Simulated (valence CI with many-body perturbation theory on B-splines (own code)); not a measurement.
## Level structure of Yb55+

Calculated by valence CI with perturbative core correlation (CI+MBPT): five valence electrons over a frozen Dirac-Fock core [Ne], a basis of 9 s, 9 p, 8 d, 6 f, 3 g, 1 h functions for each j, with the one-electron correlation potential Σ1 (screened to all orders), the two-electron term Σ2, the three-electron term Σ3, Breit, model QED; selected single and double excitations, second order for the rest (own B-spline code, finite nucleus).

No measured spectrum was set against this ion. As an estimate, large intervals hold to a few tenths of a per cent, small ones and those within an open d or f shell to about a per cent. Among the levels kept, up to 570 cm⁻¹ of a level comes from second order outside the variational space, and about a tenth of that is noise between levels of different J, which matters for small intervals.

Levels 1 to 45 of 52, with energies above the lowest level, (3s^2 3p1/2^2 3p3/2) J=3/2. "Leading %" is the weight of the configuration and term that name the level; weights of strongly mixed levels are sums over their largest components and can fall short. In the jj column 3d3/2^4 stands for four electrons in 3d with j = 3/2. Lifetimes count E1, E2, E3, M1 and M2 decay at the calculated energies, and are blank where another channel may lead or the interval is too uncertain; long ones can be off by a factor of two.

| No. | Configuration | Term | J | E (eV) | Leading % | Second component | Lifetime | g | Leading jj |
| --- | --- | --- | --- | --- | --- | --- | --- | --- | --- |
| 1 | 3s²3p³ | ²P° | 3/2 | 0.00 | 47 | 27 % 3s²3p³ ²D° |  | 1.348 | 3s^2 3p1/2^2 3p3/2 (99 %) |
| 2 | 3s²3p²3d | ²D | 3/2 | 213.73 | 40 | 34 % 3s²3p²3d ⁴F | 96.5 ps | 0.778 | 3s^2 3p1/2^2 3d3/2 (99 %) |
| 3 | 3s²3p³ | ⁴S° | 3/2 | 259.44 | 55 | 44 % 3s²3p³ ²D° | 5.82 ns | 1.453 | 3s^2 3p1/2 3p3/2^2 (99 %) |
| 4 | 3s²3p³ | ²D° | 5/2 | 270.56 | 99 |  | 25.2 ns | 1.188 | 3s^2 3p1/2 3p3/2^2 (99 %) |
| 5 | 3s²3p³ | ²P° | 1/2 | 284.82 | 99 |  | 9.58 ns | 0.650 | 3s^2 3p1/2 3p3/2^2 (99 %) |
| 6 | 3s²3p²3d | ²D | 5/2 | 288.06 | 32 | 20 % 3s²3p²3d ⁴D | 5.84 ps | 1.199 | 3s^2 3p1/2^2 3d5/2 (97 %) |
| 7 | 3s3p⁴ | ⁴P | 5/2 | 419.20 | 66 | 26 % 3s3p⁴ ²D | 4.20 ps | 1.459 | 3s 3p1/2^2 3p3/2^2 (92 %) |
| 8 | 3s3p⁴ | ²P | 3/2 | 447.34 | 33 | 25 % 3s3p⁴ ²D | 1.58 ps | 1.148 | 3s 3p1/2^2 3p3/2^2 (69 %) |
| 9 | 3s3p⁴ | ²S | 1/2 | 448.54 | 54 | 25 % 3s3p⁴ ⁴P | 2.19 ps | 2.067 | 3s 3p1/2^2 3p3/2^2 (85 %) |
| 10 | 3s²3p²3d | ⁴F | 5/2 | 471.02 | 46 | 45 % 3s²3p²3d ²F | 144 ps | 0.956 | 3s^2 3p1/2 3p3/2 3d3/2 (98 %) |
| 11 | 3s²3p²3d | ⁴D | 1/2 | 473.94 | 80 | 13 % 3s²3p²3d ²P | 105 ps | 0.209 | 3s^2 3p1/2 3p3/2 3d3/2 (99 %) |
| 12 | 3s²3p²3d | ⁴F | 3/2 | 473.98 | 33 | 29 % 3s²3p²3d ⁴D | 5.64 ps | 0.905 | 3s^2 3p1/2 3p3/2 3d3/2 (92 %) |
| 13 | 3s²3p²3d | ²G | 7/2 | 482.50 | 51 | 26 % 3s²3p²3d ²F | 1.37 ns | 1.027 | 3s^2 3p1/2 3p3/2 3d3/2 (97 %) |
| 14 | 3s²3p²3d | ²D | 5/2 | 510.00 | 35 | 24 % 3s²3p²3d ²F | 471 fs | 1.167 | 3s^2 3p1/2 3p3/2 3d3/2 (92 %) |
| 15 | 3s²3p²3d | ²P | 1/2 | 518.97 | 38 | 32 % 3s²3p²3d ⁴P | 362 fs | 1.666 | 3s^2 3p1/2 3p3/2 3d3/2 (88 %) |
| 16 | 3s²3p²3d | ²D | 3/2 | 519.21 | 26 | 23 % 3s²3p²3d ⁴P | 258 fs | 1.224 | 3s^2 3p1/2 3p3/2 3d3/2 (77 %) |
| 17 | 3s²3p²3d | ⁴D | 7/2 | 533.93 | 47 | 37 % 3s²3p²3d ⁴F | 1.12 ns | 1.303 | 3s^2 3p1/2 3p3/2 3d5/2 (99 %) |
| 18 | 3s²3p²3d | ²P | 3/2 | 544.79 | 44 | 23 % 3s²3p²3d ⁴P | 6.94 ps | 1.341 | 3s^2 3p1/2 3p3/2 3d5/2 (95 %) |
| 19 | 3s²3p³ | ²P° | 3/2 | 545.99 | 51 | 28 % 3s²3p³ ²D° | 1.90 ns | 1.301 | 3s^2 3p3/2^3 (98 %) |
| 20 | 3s²3p²3d | ²G | 9/2 | 546.06 | 62 | 38 % 3s²3p²3d ⁴F | 375 ns | 1.184 | 3s^2 3p1/2 3p3/2 3d5/2 (99 %) |
| 21 | 3s²3p²3d | ²F | 5/2 | 548.29 | 36 | 26 % 3s²3p²3d ²D | 7.76 ps | 1.123 | 3s^2 3p1/2 3p3/2 3d5/2 (96 %) |
| 22 | 3s²3p²3d | ²D | 5/2 | 568.41 | 41 | 34 % 3s²3p²3d ⁴P | 1.66 ps | 1.268 | 3s^2 3p1/2 3p3/2 3d5/2 (93 %) |
| 23 | 3s²3p²3d | ²F | 7/2 | 568.89 | 60 | 17 % 3s²3p²3d ²G | 2.70 ps | 1.119 | 3s^2 3p1/2 3p3/2 3d5/2 (96 %) |
| 24 | 3s²3p²3d | ²D | 3/2 | 576.93 | 61 | 21 % 3s²3p²3d ²P | 3.43 ps | 0.930 | 3s^2 3p1/2 3p3/2 3d5/2 (97 %) |
| 25 | 3s²3p²3d | ²P | 1/2 | 580.54 | 54 | 36 % 3s²3p²3d ²S | 2.41 ps | 1.230 | 3s^2 3p1/2 3p3/2 3d5/2 (95 %) |
| 26 | 3s3p³3d | ⁴D° | 5/2 | 628.45 | 29 | 21 % 3s3p³3d ⁴F° | 28.7 ps | 1.265 | 3s 3p1/2^2 3p3/2 3d3/2 (95 %) |
| 27 | 3s3p³3d | ⁴D° | 3/2 | 630.51 | 26 | 24 % 3s3p³3d ⁶D° | 14.1 ps | 1.266 | 3s 3p1/2^2 3p3/2 3d3/2 (95 %) |
| 28 | 3s3p³3d | ⁴P° | 1/2 | 632.40 | 45 | 31 % 3s3p³3d ⁶D° | 29.8 ps | 2.407 | 3s 3p1/2^2 3p3/2 3d3/2 (96 %) |
| 29 | 3s3p³3d | ⁴F° | 7/2 | 637.97 | 23 | 18 % 3s3p³3d ⁶D° | 29.3 ps | 1.259 | 3s 3p1/2^2 3p3/2 3d3/2 (92 %) |
| 30 | 3s3p³3d | ²D° | 3/2 | 655.20 | 27 | 13 % 3s3p³3d ⁴F° | 2.22 ps | 1.002 | 3s 3p1/2^2 3p3/2 3d3/2 (82 %) |
| 31 | 3s3p³3d | ⁴G° | 5/2 | 666.62 | 22 | 21 % 3s3p³3d ²F° | 1.22 ps | 0.876 | 3s 3p1/2^2 3p3/2 3d3/2 (80 %) |
| 32 | 3s3p³3d | ⁴D° | 1/2 | 670.51 | 44 | 24 % 3s3p³3d ²P° | 1.08 ps | 0.558 | 3s 3p1/2^2 3p3/2 3d3/2 (88 %) |
| 33 | 3s3p⁴ | ⁴P | 3/2 | 689.91 | 68 | 17 % 3s3p⁴ ²D | 1.28 ps | 1.486 | 3s 3p1/2 3p3/2^3 (87 %) |
| 34 | 3s3p³3d | ⁴F° | 9/2 | 691.98 | 48 | 31 % 3s3p³3d ⁶D° | 31.8 ps | 1.352 | 3s 3p1/2^2 3p3/2 3d5/2 (98 %) |
| 35 | 3s²3p3d² | ⁴G° | 5/2 | 697.34 | 44 | 29 % 3s²3p3d² ²F° | 820 fs | 0.777 | 3s^2 3p1/2 3d3/2^2 (80 %) |
| 36 | 3s3p⁴ | ²D | 5/2 | 706.38 | 63 | 23 % 3s3p⁴ ⁴P | 1.29 ps | 1.291 | 3s 3p1/2 3p3/2^3 (86 %) |
| 37 | 3s3p³3d | ⁴D° | 5/2 | 707.33 | 31 | 20 % 3s3p³3d ⁴P° | 3.40 ps | 1.379 | 3s 3p1/2^2 3p3/2 3d5/2 (95 %) |
| 38 | 3s3p³3d | ²F° | 7/2 | 714.92 | 30 | 28 % 3s3p³3d ⁴D° | 3.76 ps | 1.256 | 3s 3p1/2^2 3p3/2 3d5/2 (88 %) |
| 39 | 3s3p³3d | ²D° | 3/2 | 716.48 | 32 | 18 % 3s3p³3d ⁴D° | 4.36 ps | 1.135 | 3s 3p1/2^2 3p3/2 3d5/2 (87 %) |
| 40 | 3s3p⁴ | ²P | 1/2 | 725.32 | 46 | 28 % 3s3p⁴ ⁴P | 653 fs | 1.370 | 3s 3p1/2 3p3/2^3 (74 %) |
| 41 | 3s3p⁴ | ²P | 3/2 | 727.62 | 40 | 27 % 3s3p⁴ ²D | 567 fs | 1.128 | 3s 3p1/2 3p3/2^3 (76 %) |
| 42 | 3s3p³3d | ²F° | 7/2 | 730.99 | 27 | 16 % 3s3p³3d ⁴D° | 1.23 ps | 1.174 | 3s 3p1/2^2 3p3/2 3d5/2 (88 %) |
| 43 | 3s²3p3d² | ⁴D° | 1/2 | 736.26 | 38 | 37 % 3s²3p3d² ²P° | 389 fs | 0.630 | 3s^2 3p1/2 3d3/2^2 (86 %) |
| 44 | 3s3p³3d | ²P° | 1/2 | 738.76 | 46 | 35 % 3s3p³3d ⁴D° | 3.20 ps | 0.644 | 3s 3p1/2^2 3p3/2 3d5/2 (94 %) |
| 45 | 3s²3p3d² | ⁴F° | 3/2 | 739.73 | 33 | 27 % 3s²3p3d² ²D° | 250 fs | 0.795 | 3s^2 3p1/2 3d3/2^2 (77 %) |

The ionisation energy to 3s²3p² ³P0 of the next ion comes out as 5341.7 eV (NIST: 5339 ± 5 eV (theoretical)). All 52 levels together are meant to be complete up to 773.63 eV.
